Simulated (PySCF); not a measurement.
**Calculated NMR parameters of CC#C[Si@@]1(C#N)C[SiH2][SiH2]1**

| Item | Value |
| --- | --- |
| Formula | C5H9NSi3 |
| SMILES | CC#C[Si@@]1(C#N)C[SiH2][SiH2]1 |
| InChI | InChI=1S/C5H9NSi3/c1-2-3-9(4-6)5-7-8-9/h5,7-8H2,1H3/t9-/m1/s1 |
| Point group of the computed structure | C1 |
| Degrees of unsaturation | 5 |
| Carbon signals | 5 |
| Proton signals | 7 |

Mapped SMILES: `[CH3:1][C:2]#[C:3][Si@@:4]1([C:5]#[N:6])[CH2:7][SiH2:8][SiH2:9]1`. Hydrogens are named by the atom that carries them. Ha(C7), Ha(Si8), Ha(Si9) are pro-R; Hb(C7), Hb(Si8), Hb(Si9) are pro-S.

Rapidly exchanging positions averaged, non-relativistic, no solvent model, single conformer. Geometry: GFN2-xTB; shielding tensors at PBE0/pcSseg-1 (GIAO); PySCF.

Shifts are taken against calculated references (same method and geometry level): 1H (31.72 ppm) and 13C (186.93 ppm) and 29Si (349.16 ppm) vs TMS; NH3 for 15N (267.73 ppm).

| carbon | δC, type | δH (multiplicity) | HMBC from (2–3 bonds) | span of the C tensor (ppm) |
| --- | --- | --- | --- | --- |
| C1 | 6.3, CH3 | 2.18 (s) | – | 26 |
| C2 | 119.8, C | – | H(C1) | 273 |
| C3 | 81.7, C | – | Hb(Si9), Ha(Si9), H(C1), Ha(C7), Hb(C7) | 253 |
| C5 | 125.5, C | – | Hb(Si9), Ha(Si9), Ha(C7), Hb(C7) | 346 |
| C7 | 8.1, CH2 | Ha(C7) 1.33 (m); Hb(C7) 1.14 (m) | Hb(Si9), Hb(Si8), Ha(Si9), Ha(Si8) | 47 |

Other nuclei:
| atoms | nucleus | environment | δ (ppm) | σ (ppm) |
| --- | --- | --- | --- | --- |
| Hb(Si9) | 1H | hydrogen on a silicon bonded to 2 Si, in a 4-membered ring | 4.66 | 27.06 |
| Hb(Si8) | 1H | hydrogen on a silicon bonded to C, Si, in a 4-membered ring | 4.58 | 27.13 |
| Ha(Si9) | 1H | hydrogen on a silicon bonded to 2 Si, in a 4-membered ring | 4.57 | 27.15 |
| Ha(Si8) | 1H | hydrogen on a silicon bonded to C, Si, in a 4-membered ring | 4.55 | 27.16 |
| Si4 | 29Si | silicon bonded to 3 C, Si, in a 4-membered ring | -50.9 | 400.1 |
| Si8 | 29Si | silicon bonded to C, Si, 2 H, in a 4-membered ring | -64.8 | 414.0 |
| Si9 | 29Si | silicon bonded to 2 Si, 2 H, in a 4-membered ring | -67.4 | 416.6 |
| N6 | 15N | nitrile nitrogen | 362.6 | -94.9 |

- Carbon types of the structure: 3 × C, 1 × CH2, 1 × CH3, leaving 4 H on heteroatoms.
- δC 125.5: nitrile carbon; this is the usual window of a C≡N carbon, which has no attached hydrogen.
- δC 119.8, 81.7: alkyne carbon.
- δC 8.1: sp3 CH2 bonded to 2 Si; an electropositive neighbour leaves it electron-rich and shielded.
- δC 6.3: propargylic methyl carbon; saturated and bonded to C and H only.
- δH 4.58, 4.55: hydrogen on a silicon bonded to C, Si, in a 4-membered ring.

Shifts are as computed. Against solution values, carbons near 30 ppm lie about +3 ppm off and those near 130 ppm about +5 ppm. Of 1309 compounds with measured shifts, 239 miss one by over three times the rms of a fit or turn the order of signals round; such compounds aren't used in these exercises. Experimental scales use liquid or dissolved standards, which lie at an offset from isolated NH3 (liquid NH3: subtract about 20 ppm). Unscaled 15N shifts of sp2 nitrogen come out 20 to 40 ppm too high even then. No couplings were computed; multiplicities are counted from neighbouring protons, with m where these are inequivalent, close in shift, in a saturated or five-membered ring or joined by F or P, and br s for small geminal =CH2 splittings.
